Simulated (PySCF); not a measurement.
SMILES CC(C)C[CH2][GeH3] (C₅H₁₄Ge) (GFN2-xTB optimised geometry):

```
20

C     -0.233    -1.205     1.189
C      0.294    -0.408     0.000
C      1.821    -0.408     0.000
C     -0.228     1.030     0.000
C     -1.747     1.142    -0.086
Ge    -2.557     0.174    -1.604
H      0.211    -2.198     1.204
H     -1.313    -1.320     1.133
H      0.017    -0.704     2.123
H     -0.053    -0.892    -0.925
H      2.207     0.141    -0.856
H      2.198     0.061     0.907
H      2.204    -1.425    -0.044
H      0.208     1.550    -0.858
H      0.122     1.538     0.904
H     -2.014     2.198    -0.183
H     -2.207     0.794     0.840
H     -3.960     0.644    -1.835
H     -1.804     0.401    -2.877
H     -2.640    -1.306    -1.397
```

Calculation: PBE0/def2-SVP (PySCF).

Problem. What are the frontier orbital energies and the dipole moment?

Solution. HOMO-2 -8.99 eV, HOMO-1 -8.84 eV, HOMO -8.24 eV, LUMO 1.36 eV, LUMO+1 1.88 eV; dipole moment 0.84 D.

Meta-Löwdin charges at PBE0/def2-SVP: C1 -0.30, C2 -0.04, C3 -0.30, C4 -0.17, C5 -0.36, Ge6 0.33, H7 0.10, H8 0.10, H9 0.09, H10 0.08, H11 0.10, H12 0.09, H13 0.10, H14 0.09, H15 0.09, H16 0.11, H17 0.10, H18 -0.07, H19 -0.07, H20 -0.07.
